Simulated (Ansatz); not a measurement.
Two isomers of C2H8N2Si: A = `C=NCN[SiH3]`, B = `C/N=C/N[SiH3]`.

Computed with Ansatz on PBE0-D4/def2-TZVP structures; ΔE is electronic, products minus reactants. CBS: MP2 limit from def2 TZ/QZ plus the TZ coupled-cluster correction, frozen cores. Functionals use def2-TZVPP. B3LYP here is the variant with VWN-RPA as its local correlation; programs differ in this. One conformer a species, not always the lowest.

(1) Which isomer does CCSD(T)/CBS put lower? Give the gap. (Best estimate.)

(2) Give E(B) − E(A) in kcal/mol with MP2/def2-TZVPP, CCSD(T)/def2-TZVPP, PBE-D4, r2SCAN-D4, PBE0-D4, CCSD/def2-TZVPP, B3LYP-D4. (Estimate.)

Largest T1 diagnostic: 0.013.

## Answers

(1) The calculation gave: B, by 15.4 kcal/mol.

(2) Computed: MP2/def2-TZVPP -16.5, CCSD(T)/def2-TZVPP -15.2, PBE-D4 -18.2, r2SCAN-D4 -18.5, PBE0-D4 -17.9, CCSD/def2-TZVPP -14.9, B3LYP-D4 -17.0. None reverses the order clearly.
